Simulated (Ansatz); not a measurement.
Geometry optimisation, UHF/6-31G* (Ansatz).

Input file:

```yaml
crystal:
  periodic: [false, false, false]
  atoms:
    - { symbol: Al, position_ang: [0.117275, -0.242798, -0.154166] }
    - { symbol: H, position_ang: [0.014872, 0.14965, 2.579179] }
    - { symbol: O, position_ang: [1.62801, -0.329957, -0.90826] }
    - { symbol: H, position_ang: [1.754956, -0.526734, -1.824858] }
    - { symbol: O, position_ang: [-1.285691, -0.492404, -1.071384] }
    - { symbol: H, position_ang: [-2.16878, -0.475514, -0.737149] }
    - { symbol: F, position_ang: [-0.270442, 0.119157, 3.450239] }
magnetization:
  spin_polarized: true
  initial_magnetization: 1
basis:
  gaussian: { orbitals: "6-31G*" }
hamiltonian:
  xc: hf
relax:
  f_tol: 0.03
  max_steps: 50
```

Command:

```bash
$ ansatz run input.yaml --threads 1 --pin off --max-ram 2048MiB --backend cpu --events-out ev --progress --plain --runs-dir out
```

Q: Where does it end, and by what steps?

A: The run converged. The force dipped under the threshold on the way, but the program's further checks kept it going. After 49 steps the energy has fallen by 0.148 eV; H6 moved furthest, 1.87 Å.

```json
{"step": "0", "energy less start (eV)": "0.0000", "largest force component (eV/Å)": "0.249", "accepted": "yes"}
{"step": "2", "energy less start (eV)": "0.0323", "largest force component (eV/Å)": "2.297", "accepted": "no"}
{"step": "4", "energy less start (eV)": "-0.0208", "largest force component (eV/Å)": "0.116", "accepted": "yes"}
{"step": "6", "energy less start (eV)": "-0.0218", "largest force component (eV/Å)": "0.224", "accepted": "no"}
{"step": "8", "energy less start (eV)": "-0.0186", "largest force component (eV/Å)": "0.701", "accepted": "no"}
{"step": "10", "energy less start (eV)": "-0.0245", "largest force component (eV/Å)": "0.252", "accepted": "yes"}
{"step": "12", "energy less start (eV)": "-0.0281", "largest force component (eV/Å)": "0.080", "accepted": "yes"}
{"step": "14", "energy less start (eV)": "-0.0312", "largest force component (eV/Å)": "0.053", "accepted": "yes"}
{"step": "16", "energy less start (eV)": "-0.0330", "largest force component (eV/Å)": "0.428", "accepted": "yes"}
{"step": "18", "energy less start (eV)": "-0.0333", "largest force component (eV/Å)": "0.246", "accepted": "yes"}
{"step": "20", "energy less start (eV)": "-0.0383", "largest force component (eV/Å)": "0.115", "accepted": "yes"}
{"step": "22", "energy less start (eV)": "-0.0393", "largest force component (eV/Å)": "0.100", "accepted": "yes"}
{"step": "24", "energy less start (eV)": "-0.0401", "largest force component (eV/Å)": "0.688", "accepted": "no"}
{"step": "26", "energy less start (eV)": "-0.0450", "largest force component (eV/Å)": "0.117", "accepted": "yes"}
{"step": "28", "energy less start (eV)": "-0.0515", "largest force component (eV/Å)": "0.077", "accepted": "yes"}
{"step": "30", "energy less start (eV)": "0.0059", "largest force component (eV/Å)": "1.995", "accepted": "no"}
{"step": "32", "energy less start (eV)": "-0.0558", "largest force component (eV/Å)": "0.439", "accepted": "yes"}
{"step": "34", "energy less start (eV)": "-0.0617", "largest force component (eV/Å)": "0.304", "accepted": "yes"}
{"step": "36", "energy less start (eV)": "-0.0687", "largest force component (eV/Å)": "0.478", "accepted": "yes"}
{"step": "38", "energy less start (eV)": "-0.0738", "largest force component (eV/Å)": "0.578", "accepted": "yes"}
{"step": "40", "energy less start (eV)": "-0.0976", "largest force component (eV/Å)": "0.214", "accepted": "yes"}
{"step": "42", "energy less start (eV)": "-0.1112", "largest force component (eV/Å)": "0.709", "accepted": "yes"}
{"step": "44", "energy less start (eV)": "-0.1285", "largest force component (eV/Å)": "0.293", "accepted": "yes"}
{"step": "46", "energy less start (eV)": "-0.1370", "largest force component (eV/Å)": "0.267", "accepted": "yes"}
{"step": "48", "energy less start (eV)": "-0.1420", "largest force component (eV/Å)": "0.222", "accepted": "yes"}
{"step": "49", "energy less start (eV)": "-0.1476", "largest force component (eV/Å)": "0.030", "accepted": "yes"}
```

```xyz
7
Properties=species:S:1:pos:R:3
Al 1.058 -0.301 -0.420
H -1.117 0.572 3.160
O 1.621 -0.429 -2.019
H 1.032 -0.570 -2.746
O -0.615 -0.392 -0.156
H -0.986 -0.417 0.715
F -1.202 -0.263 2.799
```

Whether the end is a true minimum wasn't checked by a vibrational analysis.

The run took 110 s on 1 thread of Intel(R) Xeon(R) Platinum 8259CL CPU @ 2.50GHz (Skylake/Cascade Lake) (shared host), peak memory 0.15 GiB.
